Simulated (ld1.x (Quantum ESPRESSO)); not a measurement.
# What one change does to a pseudopotential (phosphorus (P), PAW)

ld1.x (Quantum ESPRESSO) 7.5 input, shortened:

```
&input
   title='P', zed=15., rel=1, dft='REVPBE', iswitch=3,
   config='[Ne] 3s2 3p3 3d-2'
 /
 &inputp
   pseudotype=3, lpaw=.true., tm=.true., lloc=-1, rcloc=1.70,
   nlcc=.true., new_core_ps=.true., rcore=1.35,
   which_augfun='PSQ', rmatch_augfun_nc=.true.
 /
6
3S  1  0   2.00   0.00  1.15  1.40  0.0
3S  1  0   0.00  -0.25  1.15  1.40  0.0
3P  2  1   3.00   0.00  1.70  2.05  0.0
3P  2  1   0.00   0.35  1.70  2.05  0.0
3D  3  2  -2.00   0.45  1.45  1.60  0.0
3D  3  2  -2.00   2.20  1.45  1.60  0.0
 &test
   configts(1)='3s2 3p3'
 /
```

All-electron outer shells of the reference configuration (revPBE, scalar-relativistic, ld1.x):

```json
{"shell": "2s", "level (eV)": "-174.10", "outermost node (bohr)": "0.14", "outermost maximum (bohr)": "0.42"}
{"shell": "2p", "level (eV)": "-124.45", "outermost node (bohr)": "–", "outermost maximum (bohr)": "0.36"}
{"shell": "3s", "level (eV)": "-13.94", "outermost node (bohr)": "0.65", "outermost maximum (bohr)": "1.58"}
{"shell": "3p", "level (eV)": "-5.48", "outermost node (bohr)": "0.64", "outermost maximum (bohr)": "1.83"}
```

Change: functional PBEsol.

Cutoffs: the cutoffs (Ry, on a coarse ladder) from which the occupation-weighted sum of valence levels, in a spherical-Bessel basis at the reference potential, stays within 10 and 1 mRy of its value at 400 Ry; they do not see the model core or the augmentation charge, which bear on the density cutoff. Errors are all-electron minus pseudo energies relative to the spin-unpolarised reference configuration.

Problem. What does the change do?

Solution. The potential gets neither clearly harder nor softer (18 Ry and 25 Ry → 18 Ry and 25 Ry); of the 7 tests that both files solve, the error grows in 3 and shrinks in 0 by more than 15 % and 0.3 meV (median size 2.0 → 2.4 meV); neither file shows a bound ghost.

```csv
quantity,base,changed
"cutoff, loose",18 Ry,18 Ry
"cutoff, tight",25 Ry,25 Ry
bound ghosts,none,none
"error for 3s2 3p2, meV [ΔE 9.71 → 9.70 eV]",-1.2,-1.3
"error for 3s2 3p1, meV [ΔE 28.83 → 28.81 eV]",-8.5,-9.8
"error for 3s2 3p0, meV [ΔE 58.53 → 58.52 eV]",-37,-43
"error for 3s1 3p3, meV [ΔE 18.82 → 18.79 eV]",-2.0,-2.4
"error for 3s2 3p3.3, meV [ΔE -1.30 eV]",+0.1,+0.1
"error for 3s1 3p0, meV [ΔE 110.43 eV]",-129,-148
"error for 3s2 3p2.5, meV [ΔE 3.76 eV]",-0.3,-0.3
s: phases at 2.25 bohr within 0.05 rad from the reference energy up to (Ry; the scan ends near 5),3.4,3.3
p: phases at 2.25 bohr within 0.05 rad from the reference energy up to (Ry; the scan ends near 5),4.5,4.5
d: phases at 2.25 bohr within 0.05 rad from the reference energy up to (Ry; the scan ends near 5),to the end of the scan,to the end of the scan
lowest overlap eigenvalue by channel,"s 0.52, p 0.83, d 0.97","s 0.52, p 0.83, d 0.97"
```
